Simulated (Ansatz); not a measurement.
C2H5BClF can be A, `CCB(F)Cl`, or B, `BC(F)CCl`.

Isolated molecules relaxed with PBE0-D4/def2-TZVP in Ansatz; ΔE leaves out vibrations. CCSD(T)/CBS adds triple-zeta CCSD(T) − MP2 to the extrapolated MP2 energy (def2 sets, frozen cores). Functionals use def2-TZVPP. One conformer a species, not always the lowest.

Question: Which isomer does CCSD(T)/CBS put lower? Give the gap. (Best estimate.)

Answer: Computed: A, by 401.6 kJ/mol.

Question: Give E(B) − E(A) in kJ/mol with CCSD/def2-TZVPP, HF/def2-TZVPP, CCSD(T)/def2-SVP, LDA (SPW92), PBE-D4, BLYP-D4, ωB97M-V. (Estimate.)

Answer: The calculation gave: CCSD/def2-TZVPP 403.6, HF/def2-TZVPP 395.4, CCSD(T)/def2-SVP 427.4, LDA (SPW92) 404.2, PBE-D4 395.0, BLYP-D4 389.2, ωB97M-V 399.8. None reverses the order clearly.

Question: Does the order hold for the free energy at 298.15 K (harmonic terms from PBE0-D4)? (Best estimate.)

Answer: Ansatz gave: Yes: G(B) − G(A) = +392.8 kJ/mol, for one conformer each. Modes under 60 cm⁻¹, often nearly free rotors, make the harmonic entropy too high.

Largest T1 diagnostic: 0.011.

From BLYP to BHLYP (50 % exact exchange), in def2-TZVPP and without D4, E(B) − E(A) moves by +10.3 kJ/mol. In def2-TZVPP, CCSD(T) changes the Hartree–Fock value by +8.7 kJ/mol (the triples alone add +0.5 kJ/mol) and MP2 by +20.5 kJ/mol.
